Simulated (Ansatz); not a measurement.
The same ligand exchange along the group Al, Ga, In.

Program: Ansatz. Geometries: PBE0-D4/def2-TZVP. ΔE: electronic, gas phase. CCSD(T)/CBS adds triple-zeta CCSD(T) − MP2 to the extrapolated MP2 energy (def2 sets, frozen cores). Small cases extrapolate CCSD(T) itself. Elements past krypton have def2 core potentials. For Ga, In outer-core shells are correlated without core-valence functions, which leaves a few kJ/mol of doubt a bond. Scalar relativity is left out up to krypton.

(1) Order these by ΔE at CCSD(T)/CBS, lowest first. (An estimate is asked.)
A. `[SiH3][InH2]` + HCl → `[Cl][InH2]` + SiH₄
B. `[SiH3][GaH2]` + HCl → `[Cl][GaH2]` + SiH₄
C. `[AlH2][SiH3]` + HCl → `[AlH2][Cl]` + SiH₄

Largest T1 diagnostic: 0.014, for `[SiH3][InH2]`.

Extrapolated directly: `[AlH2][SiH3]` + HCl → `[AlH2][Cl]` + SiH₄.

Results:

(1) C (-169.5 kJ/mol), B (-115.6 kJ/mol), A (-105.8 kJ/mol).
